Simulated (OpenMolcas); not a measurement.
**Ag2+ in CsCaBr3: curves along the breathing mode**

Ag2+ with its 6 nearest bromide ions, on the Ca site of CsCaBr3 (a = 5.69 Å, distance in the model lattice 2.845 Å). The rest of the host is ab initio model potentials to 7.6 Å, with orthogonalisation functions on the cations behind the ligands, and point charges beyond; the distance is set by hand and nothing relaxes. Ligand basis ANO-RCC-VDZP.

```
Program             : OpenMolcas 26.06
Method              : CASSCF
Basis               : ANO-RCC-VDZP [6s5p3d1f]
Scalar Hamiltonian  : DKH2, point nucleus
Active space        : 9 electrons in 5 orbitals (4d)
State averaging     : 2S+1 = 2 even, 5 roots
Spin-orbit coupling : state interaction with AMFI integrals over the reference wave functions
```

Spin-free energies (labels of O, the rotations of Oh) in cm-1 above the lowest fitted minimum, as all ligands move together:

```csv
R (Å),2E,2T2
2.66,540,10810
2.723,40,9000
2.786,1720,9580
2.848,5400,12370
2.911,11220,17420
2.974,19210,24780
3.036,29370,34440
```

Cubic fits give the following; the wavenumber is harmonic, with the mass of all moving ligands, small differences in it between states hang on the degree of the fit, a number in brackets counts states of one label, and the table is a selection of at most 14 states with clean curves.

```tsv
State	R0 (Å)	Breathing mode (cm-1)	Minimum (cm-1)
2E	2.705	191	0
2T2	2.740	201	8960
```

The minimum of 2T2 is shifted by +0.0350 Å against 2E (from the unrounded fits). With M = 479.4 u for the moving shell, the Huang-Rhys factor in this mode is S = M ω ΔR² / 2ħ = 0.01483 × 479.4 × 191 × 0.0350² = 1.66. Only the first shell moves, against a rigid host.

An orbital doublet at a regular site is open to a Jahn-Teller distortion, which this geometry leaves out. With metal d orbitals alone the field can be off either way by tens of per cent. Ligand-to-metal charge-transfer states are missing. The least metal-like active orbital is 75 % on the metal (Löwdin) and no ligand orbital is active, so the numbers are rough (holds for R = 2.66). The least metal-like active orbital is 77 % on the metal (Löwdin) and no ligand orbital is active, so the numbers are rough (holds for R = 2.723). The least metal-like active orbital is 79 % on the metal (Löwdin) and no ligand orbital is active, so the numbers are rough (holds for R = 2.786). The least metal-like active orbital is 80 % on the metal (Löwdin) and no ligand orbital is active, so the numbers are rough (holds for R = 2.848). The least metal-like active orbital is 81 % on the metal (Löwdin) and no ligand orbital is active, so the numbers are rough (holds for R = 2.911). The least metal-like active orbital is 82 % on the metal (Löwdin) and no ligand orbital is active, so the numbers are rough (holds for R = 2.974; R = 3.036). No measured value stands beside these numbers.
